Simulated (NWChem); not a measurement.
# C$_{4}$H$_{5}$BO; SMILES C(=C)B(C#C)O

```xyz
11

C     -1.0869     2.1820     0.0000
C     -0.3228     1.2345     0.0000
B      0.6069     0.0043     0.0002
O      1.9434     0.2390    -0.0001
C      0.0210    -1.4438     0.0008
C     -1.2942    -1.7048    -0.0005
H     -1.7503     3.0284     0.0001
H      2.4611    -0.5729     0.0002
H      0.7090    -2.3025     0.0022
H     -1.6927    -2.7251    -0.0004
H     -2.0271    -0.8902    -0.0018
```
Atoms are numbered in this order, from 1.

All runs: NWChem. Structure relaxed at the PBE0/def2-SVP level. Atomic charges in e: unrestrained fits to the electrostatic potential beside Mulliken populations; buried atoms are poorly determined by the fit.

Question: Predict the results for B3LYP/def2-SVP. Quantities: ESP C1; Mulliken C1; ESP C2; Mulliken C2; ESP B3; Mulliken B3; ESP O4; Mulliken O4; ESP C5; Mulliken C5; relative RMS misfit of the potential (%).

Answer: 
```
Quantity                                  Result
----------------------------------------  ------
ESP C1                                     -0.32
Mulliken C1                                -0.16
ESP C2                                     -0.10
Mulliken C2                                 0.19
ESP B3                                      0.54
Mulliken B3                                -0.17
ESP O4                                     -0.60
Mulliken O4                                -0.07
ESP C5                                     -0.30
Mulliken C5                                -0.02
relative RMS misfit of the potential (%)      27
```
